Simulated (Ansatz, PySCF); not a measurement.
Energy difference R1 + 3 R2 → P1, each structure at its B3LYP-D3(BJ)/def2-SVP stationary point, reached from a drawn start (curvature not checked).
R1: C6H6 (SMILES c1ccccc1), charge 0, multiplicity 1.
P1, C6H12 (SMILES C1CCCCC1) (charge 0, multiplicity 1):
```xyz
18

C     -0.67951     1.13058    -0.67347
C      0.75384     1.26653    -0.14601
C      1.47346    -0.08726    -0.12171
C      0.67951    -1.13058     0.67347
C     -0.75384    -1.26653     0.14601
C     -1.47346     0.08726     0.12171
H     -0.64554     0.82533    -1.73582
H     -1.19287     2.10628    -0.64650
H      1.31987     1.99150    -0.75454
H      0.72331     1.67749     0.88020
H      1.60214    -0.44609    -1.15979
H      2.48771     0.02433     0.29675
H      1.19287    -2.10628     0.64650
H      0.64554    -0.82533     1.73582
H     -1.31987    -1.99150     0.75454
H     -0.72331    -1.67749    -0.88020
H     -1.60214     0.44609     1.15979
H     -2.48771    -0.02433    -0.29675
```
R2, H2 (SMILES [H][H]) (charge 0, multiplicity 1):
```xyz
2

H      0.00000     0.00000     0.38043
H      0.00000     0.00000    -0.38043
```

P less R. No zero-point or thermal terms.

Cores are frozen in the correlated methods.

Run with Ansatz (Gaussian orbitals); PySCF for the D3/D4 terms. All values are computed, each at the level named.

Total energies in hartree:

```tsv
structure	PBE/def2-TZVPP	B3LYP-D3(BJ)/def2-TZVPP	CCSD(T)/cc-pVTZ
R1	-232.021582	-232.358149	-231.805529
P1	-235.622095	-235.996935	-235.434227
R2	-1.166089	-1.179940	-1.172125
```

Work out the reaction energy at each level in kcal/mol (1 hartree = 627.50947 kcal/mol), and say how far PBE/def2-TZVPP lies from CCSD(T)/cc-pVTZ.


- PBE/def2-TZVPP: (-235.622095) − (-232.021582) − 3 × (-1.166089) = -0.102246 hartree = -64.16 kcal/mol
- B3LYP-D3(BJ)/def2-TZVPP: (-235.996935) − (-232.358149) − 3 × (-1.179940) = -0.098966 hartree = -62.10 kcal/mol
- CCSD(T)/cc-pVTZ: (-235.434227) − (-231.805529) − 3 × (-1.172125) = -0.112323 hartree = -70.48 kcal/mol
PBE/def2-TZVPP less CCSD(T)/cc-pVTZ: 6.32 kcal/mol. CCSD(T)/cc-pVTZ is the level counted from, the highest shown, and no exact or measured value.

Ansatz is a program for electronic structure.
